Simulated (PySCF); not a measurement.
Pb: excitation energy

Pb [Xe] 4f14 5d10 6s2 6p2 (3P) → Pb [Xe] 4f14 5d10 6s1 6p2 6d1 (high-spin determinant), as a difference of total energies. Computed with PySCF 2.14 in aug-cc-pVTZ-PP with one added diffuse shell each of d, f type with ECP60MDF (6s5p5d3f, 67 functions), with a scalar-relativistic core potential. Correlated levels: valence: 5s2 5p6 5d10 frozen. The calculations carry no spin-orbit coupling.

```json
{"method": "UHF", "excitation energy (eV)": "10.906"}
{"method": "MP2 (valence)", "excitation energy (eV)": "11.632"}
{"method": "SCS-MP2 (valence)", "excitation energy (eV)": "11.851"}
{"method": "CCSD (valence)", "excitation energy (eV)": "11.744"}
{"method": "CCSD(T) (valence)", "excitation energy (eV)": "11.753"}
```

Task: How much does correlation contribute at CCSD(T) (valence)?

Result: 11.753 − (10.906) = 0.847 eV, measured against UHF.

Spin-orbit coupling is strong in these open shells (close to jj coupling). The scalar numbers leave it out and a first-order estimate fails, so it can dominate the gap to the real levels.

The upper state lies above the first ionisation limit.

The promoted electron is Rydberg-like, and one or two diffuse shells describe it only roughly, which tends to raise the upper state.

The coupled-cluster amplitudes are large for the upper state (T1 above 0.03 or a double amplitude above 0.15), so a single reference is strained.

The determinant of the upper state mixes LS terms, which raises its energy above the lowest term, most at the Hartree-Fock and MP2 levels.
